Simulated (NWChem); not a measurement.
System: SiH3SF; SMILES S[SiH2]F

Excerpt of the output:

```
             Northwest Computational Chemistry Package (NWChem) 7.3.0
             --------------------------------------------------------

                             Geometry "geometry" -> ""
                             -------------------------

 Output coordinates in angstroms (scale by  1.889725989 to convert to a.u.)

  No.       Tag          Charge          X              Y              Z
 ---- ---------------- ---------- -------------- -------------- --------------
    1 Si                  14.0000    -0.64393200     0.57654700    -0.09693600
    2 F                    9.0000     0.72893100     1.33902700     0.31649900
    3 S                   16.0000    -0.32409300    -1.49603200    -0.44934400
    4 H                    1.0000    -1.59782500     0.78919600     1.02246200
    5 H                    1.0000    -1.12314100     1.13424400    -1.38614400
    6 H                    1.0000    -0.18236900    -1.81187100     0.85713700

 Effective nuclear repulsion energy (a.u.)     151.7997130349

                                 NWChem DFT Module
                                 -----------------

 Summary of "ao basis" -> "ao basis" (spherical)
 ------------------------------------------------------------------------------
       Tag                 Description            Shells   Functions and Types
 ---------------- ------------------------------  ------  ---------------------
 Si                         def2-svp                 8       18   4s3p1d
 F                          def2-svp                 6       14   3s2p1d
 S                          def2-svp                 8       18   4s3p1d
 H                          def2-svp                 3        5   2s1p

            General Information
            -------------------
          SCF calculation type: DFT
          Wavefunction type:  closed shell.
          No. of atoms     :     6
          No. of electrons :    42
           Alpha electrons :    21
            Beta electrons :    21
          Charge           :     0
          Spin multiplicity:     1
          Use of symmetry is: off; symmetry adaption is: off
          Maximum number of iterations: 150
          AO basis - number of functions:    65
                     number of shells:    31
          Convergence on energy requested:  1.00D-06
          Convergence on density requested:  1.00D-05
          Convergence on gradient requested:  5.00D-04

              XC Information
              --------------
                         B3LYP Method XC Potential
                     Hartree-Fock (Exact) Exchange  0.200
                        Slater Exchange Functional  0.800 local
                    Becke 1988 Exchange Functional  0.720 non-local
              Lee-Yang-Parr Correlation Functional  0.810
                  VWN I RPA Correlation Functional  0.190 local

             Grid Information
             ----------------
          Grid used for XC integration:  medium
          Radial quadrature: Mura-Knowles
          Angular quadrature: Lebedev.
          Tag              B.-S. Rad. Rad. Pts. Rad. Cut. Ang. Pts.
          ---              ---------- --------- --------- ---------
          Si                  1.10       88           8.0       590
          F                   0.50       49           9.0       434
          S                   1.00       88           9.0       590
          H                   0.35       45          10.0       434
          Grid pruning is: on
          Number of quadrature shells:   360
          Spatial weights used:  Erf1

      Superposition of Atomic Density Guess
      -------------------------------------

 Sum of atomic energies:        -786.87621117

      Non-variational initial energy
      ------------------------------

 Total energy =    -787.509476
 1-e energy   =   -1392.684620
 2-e energy   =     453.375431
 HOMO         =      -0.328619
 LUMO         =       0.077582

     ---------------------------------------------
      Total Density - Mulliken Population Analysis
     ---------------------------------------------

    Atom       Charge   Shell Charges
 -----------   ------   -------------------------------------------------------
    1 Si  14    12.99   2.00  1.99  0.93  0.22  5.93  0.93  0.77  0.22
    2 F    9     9.58   1.99  1.15  0.78  3.52  2.14  0.00
    3 S   16    16.45   2.00  1.99  1.20  0.64  5.94  1.81  2.84  0.03
    4 H    1     1.09   0.70  0.38  0.01
    5 H    1     1.09   0.70  0.38  0.01
    6 H    1     0.79   0.57  0.19  0.03

   convergence    iter        energy       DeltaE   RMS-Dens  Diis-err
 ---------------- ----- ----------------- --------- --------- ---------
 d= 0,ls=0.0,diis     1   -789.0873625131 -9.41D+02  1.85D-02  5.24D-01
 d= 0,ls=0.0,diis     2   -789.0602132956  2.71D-02  9.64D-03  9.81D-01
 d= 0,ls=0.0,diis     3   -789.1482560613 -8.80D-02  1.79D-03  2.38D-02
 d= 0,ls=0.0,diis     4   -789.1499242301 -1.67D-03  8.30D-04  2.54D-03
 d= 0,ls=0.0,diis     5   -789.1502992816 -3.75D-04  2.01D-04  1.24D-04
  Resetting Diis
 d= 0,ls=0.0,diis     6   -789.1503184894 -1.92D-05  3.16D-05  3.49D-06
 d= 0,ls=0.0,diis     7   -789.1503190339 -5.45D-07  7.21D-06  8.08D-08

         Total DFT energy =     -789.150319033919
      One electron energy =    -1394.367417505221
           Coulomb energy =      511.691037346695
    Exchange-Corr. energy =      -58.273651910328
 Nuclear repulsion energy =      151.799713034935

 Numeric. integr. density =       42.000004696394

                       DFT Final Molecular Orbital Analysis
                       ------------------------------------

 Vector   19  Occ=2.000000D+00  E=-3.527044D-01
              MO Center= -7.2D-01,  7.5D-01, -3.9D-01, r^2= 2.8D+00
   Bfn.  Coefficient  Atom+Function         Bfn.  Coefficient  Atom+Function
  ----- ------------  ---------------      ----- ------------  ---------------
    56      0.356392  5 H  s                 24     -0.276185  2 F  pz
    57      0.236819  5 H  s                 10     -0.226275  1 Si pz
    51     -0.217841  4 H  s                 27      0.200448  2 F  pz
    52     -0.152889  4 H  s                 44     -0.140184  3 S  py
    23      0.127425  2 F  py                41     -0.127673  3 S  py

 Vector   20  Occ=2.000000D+00  E=-3.344674D-01
              MO Center= -4.8D-01, -7.5D-01, -1.6D-01, r^2= 3.3D+00
   Bfn.  Coefficient  Atom+Function         Bfn.  Coefficient  Atom+Function
  ----- ------------  ---------------      ----- ------------  ---------------
    44      0.376632  3 S  py                41      0.303451  3 S  py
    45      0.227807  3 S  pz                51     -0.227248  4 H  s
    42      0.193214  3 S  pz                23     -0.177044  2 F  py
     9     -0.173486  1 Si py                38      0.172068  3 S  py
    36     -0.167682  3 S  s                 35     -0.161815  3 S  s

 Vector   21  Occ=2.000000D+00  E=-2.784821D-01
              MO Center= -3.4D-01, -1.3D+00, -3.8D-01, r^2= 1.8D+00
   Bfn.  Coefficient  Atom+Function         Bfn.  Coefficient  Atom+Function
  ----- ------------  ---------------      ----- ------------  ---------------
    43      0.611587  3 S  px                40      0.437494  3 S  px
    37      0.249007  3 S  px                11      0.101053  1 Si px
    52      0.091177  4 H  s                 44      0.085789  3 S  py
    23     -0.084996  2 F  py                51      0.079129  4 H  s
    14     -0.062654  1 Si d -2              26      0.060338  2 F  py

 Vector   22  Occ=0.000000D+00  E= 1.108548D-02
              MO Center= -3.2D-01, -1.3D+00,  4.1D-01, r^2= 3.6D+00
   Bfn.  Coefficient  Atom+Function         Bfn.  Coefficient  Atom+Function
  ----- ------------  ---------------      ----- ------------  ---------------
    62      1.189267  6 H  s                 36     -0.871323  3 S  s
    45     -0.773942  3 S  pz                52      0.460142  4 H  s
    13     -0.319549  1 Si pz                 3     -0.307299  1 Si s
    61      0.300462  6 H  s                 12     -0.295523  1 Si py
    11      0.266622  1 Si px                42     -0.213265  3 S  pz

 Vector   23  Occ=0.000000D+00  E= 2.126314D-02
              MO Center= -6.5D-01,  4.1D-01, -8.6D-02, r^2= 3.4D+00
   Bfn.  Coefficient  Atom+Function         Bfn.  Coefficient  Atom+Function
  ----- ------------  ---------------      ----- ------------  ---------------
    11      0.979557  1 Si px                21     -0.484938  2 F  s
    13      0.366428  1 Si pz                57      0.363330  5 H  s
    12      0.355206  1 Si py                43     -0.320407  3 S  px
     8      0.238906  1 Si px                52      0.202809  4 H  s
    36      0.172507  3 S  s                  3      0.147546  1 Si s

 Vector   24  Occ=0.000000D+00  E= 3.760515D-02
              MO Center= -6.4D-01, -2.2D-02,  3.0D-02, r^2= 3.7D+00
   Bfn.  Coefficient  Atom+Function         Bfn.  Coefficient  Atom+Function
  ----- ------------  ---------------      ----- ------------  ---------------
    12      0.951492  1 Si py                44      0.759598  3 S  py
    36      0.572404  3 S  s                  3     -0.569234  1 Si s
     4     -0.553594  1 Si s                 52      0.424340  4 H  s
     9      0.294209  1 Si py                 2     -0.240291  1 Si s
    41      0.228942  3 S  py                35      0.217387  3 S  s

     ---------------------------------------------
      Total Density - Mulliken Population Analysis
     ---------------------------------------------

    Atom       Charge   Shell Charges
 -----------   ------   -------------------------------------------------------
    1 Si  14    13.33   2.00  1.98  1.04  0.10  5.93  1.21  0.74  0.34
    2 F    9     9.34   1.99  1.13  0.80  3.36  2.06  0.00
    3 S   16    16.22   2.00  1.98  1.26  0.60  5.93  1.85  2.56  0.05
    4 H    1     1.10   0.75  0.34  0.01
    5 H    1     1.09   0.75  0.33  0.01
    6 H    1     0.92   0.71  0.18  0.03

     -------------------------------------------
      Total Density - Lowdin Population Analysis
     -------------------------------------------

    Atom       Charge   Shell Charges
 -----------   ------   -------------------------------------------------------
    1 Si  14    13.57   2.00  1.93  0.68  0.34  5.81  1.23  1.05  0.53
    2 F    9     9.22   1.98  1.02  0.77  3.22  2.22  0.01
    3 S   16    16.00   2.00  1.95  0.99  0.68  5.81  1.91  2.60  0.06
    4 H    1     1.11   0.65  0.43  0.02
    5 H    1     1.10   0.65  0.42  0.02
    6 H    1     1.01   0.62  0.31  0.08

     Multipole analysis of the density
     ---------------------------------

     L   x y z        total         alpha         beta         nuclear
     -   - - -        -----         -----         ----         -------
     0   0 0 0     -0.000000    -21.000000    -21.000000     42.000000

     1   1 0 0     -0.434151      9.745080      9.745080    -19.924311
     1   0 1 0     -0.142183      3.426831      3.426831     -6.995845
     1   0 0 1      0.255660      5.045522      5.045522     -9.835385

     2   2 0 0    -25.012876    -41.281129    -41.281129     57.549383
     2   1 1 0     -1.451835    -17.045856    -17.045856     32.639877
     2   1 0 1     -0.173638     -9.098594     -9.098594     18.023549
     2   0 2 0    -24.757586   -122.711528   -122.711528    220.665471
     2   0 1 1     -2.081092    -21.519129    -21.519129     40.957165
     2   0 0 2    -23.389138    -25.916627    -25.916627     28.444116

                     NWChem Electrostatic Potential Fit Module
                     -----------------------------------------

 Atom parameters

 Number of atoms is                                    6
 Number of basis functions is                         65

 Grid parameters

 Maximum number of grid points is                  32412
 Number of grid points is                          32411
 Grid range                                     0.300000 nm
 Grid spacing                                   0.020000 nm
 Probe radius                                   0.070000 nm
 Atom radius factor                             1.000000

 Atomic radii

    1    0.100000
    9    0.128000
   14    0.187000
   16    0.174000
 FASTESP  F
  using M.O. file = ./job.movecs

    Atom              Coordinates                           Charge

                                                  ESP

    1 Si   -0.064393    0.057655   -0.009694    0.674643
    2 F     0.072893    0.133903    0.031650   -0.303818
    3 S    -0.032409   -0.149603   -0.044934   -0.335418
    4 H    -0.159783    0.078920    0.102246   -0.134135
    5 H    -0.112314    0.113424   -0.138614   -0.089736
    6 H    -0.018237   -0.181187    0.085714    0.188465
                                            ------------
                                               -0.000000

 Dipole moment                                  0.580198

 Quadrupole moment Qxx                         -0.831721
                   Qyy                         -1.537635
                   Qzz                          2.369356

 RMS deviation kJ/mol                           0.079678

 RRMS %                                        37.375316
```

Level: B3LYP/def2-SVP. Structure relaxed at the PBE0/def2-SVP level. B3LYP is NWChem's, with the RPA form of VWN correlation.

**Question.** Reconstruct the input file.

**Answer.** This is not unique; one that fits is the input that was run:
```
start job
memory heap 200 mb stack 900 mb global 1100 mb
geometry units angstroms noautosym nocenter noautoz
  Si    -0.643932     0.576547    -0.096936
  F      0.728931     1.339027     0.316499
  S     -0.324093    -1.496032    -0.449344
  H     -1.597825     0.789196     1.022462
  H     -1.123141     1.134244    -1.386144
  H     -0.182369    -1.811871     0.857137
end
basis spherical
  * library def2-svp
end
dft
  xc b3lyp
  iterations 150
  mulliken
end
task dft energy
esp
  recalculate
  probe 0.07
  range 0.3
  factor 1.0
  spacing 0.02
end
task esp
```
